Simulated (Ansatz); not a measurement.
The cluster Hg₆Te₃Br₆, 15 atoms. Hardware: 2 threads of AMD EPYC 7R13 on a shared host and a share (18 GiB) of an NVIDIA H100 80GB HBM3.

In the def2 sets Hg, Te take a core potential; there is no spin–orbit coupling. Correlated methods freeze 66 core orbitals; core or outer-core shells of Hg, Te, Br are correlated, in sets that lack core-valence functions. Single mean-field runs in def2-SVP, def2-TZVP are fitted with def2-universal-jkfit.

(1) How many basis functions does each of these Ansatz runs have, and roughly what does it cost? PBE-D4/def2-TZVP, charge 0 singlet, energy, from earlier orbitals; r2SCAN-D4/def2-SVP, charge 0 singlet, energy, from earlier orbitals; PBE-D4/def2-SVP, charge 0 singlet, relaxation, 32 steps; BHLYP-D4/def2-SVP, charge 0 singlet, energy, from earlier orbitals; PBE0-D4/def2-TZVP, charge 0 singlet, energy, from earlier orbitals; PBE0-D4/def2-SVP, charge 0 singlet, energy, from earlier orbitals; MP2/def2-SVP, charge 0 singlet, energy, from earlier orbitals; PBE-D4/def2-SVP, charge 0 singlet, energy and forces, from earlier orbitals; RPA@PBE/def2-SVP, charge 0 singlet, energy, from earlier orbitals.

Answers

(1) Other jobs shared the machine, so times can vary by a factor of up to 3.

```json
{"run": "BHLYP-D4/def2-SVP, charge 0 singlet, energy, from earlier orbitals", "functions": "462", "fitting or Cholesky vectors": "3732", "wall time": "4.4 s", "peak host memory (GiB)": "0.99"}
{"run": "PBE-D4/def2-SVP, charge 0 singlet, energy and forces, from earlier orbitals", "functions": "462", "fitting or Cholesky vectors": "3732", "wall time": "4.9 s", "peak host memory (GiB)": "1"}
{"run": "r2SCAN-D4/def2-SVP, charge 0 singlet, energy, from earlier orbitals", "functions": "462", "fitting or Cholesky vectors": "3732", "wall time": "6 s", "peak host memory (GiB)": "1.1"}
{"run": "PBE-D4/def2-TZVP, charge 0 singlet, energy, from earlier orbitals", "functions": "696", "fitting or Cholesky vectors": "3732", "wall time": "7.5 s", "peak host memory (GiB)": "1.1"}
{"run": "PBE0-D4/def2-SVP, charge 0 singlet, energy, from earlier orbitals", "functions": "462", "fitting or Cholesky vectors": "3732", "wall time": "7.5 s", "peak host memory (GiB)": "1"}
{"run": "PBE0-D4/def2-TZVP, charge 0 singlet, energy, from earlier orbitals", "functions": "696", "fitting or Cholesky vectors": "3732", "wall time": "7.5 s", "peak host memory (GiB)": "1.1"}
{"run": "MP2/def2-SVP, charge 0 singlet, energy, from earlier orbitals", "functions": "462", "fitting or Cholesky vectors": "4773", "wall time": "11 s", "peak host memory (GiB)": "1.2"}
{"run": "RPA@PBE/def2-SVP, charge 0 singlet, energy, from earlier orbitals", "functions": "462", "fitting or Cholesky vectors": "4773", "wall time": "16 s", "peak host memory (GiB)": "2.5"}
{"run": "PBE-D4/def2-SVP, charge 0 singlet, relaxation, 32 steps", "functions": "462", "fitting or Cholesky vectors": "3732", "wall time": "2.5 min", "peak host memory (GiB)": "1.1"}
```
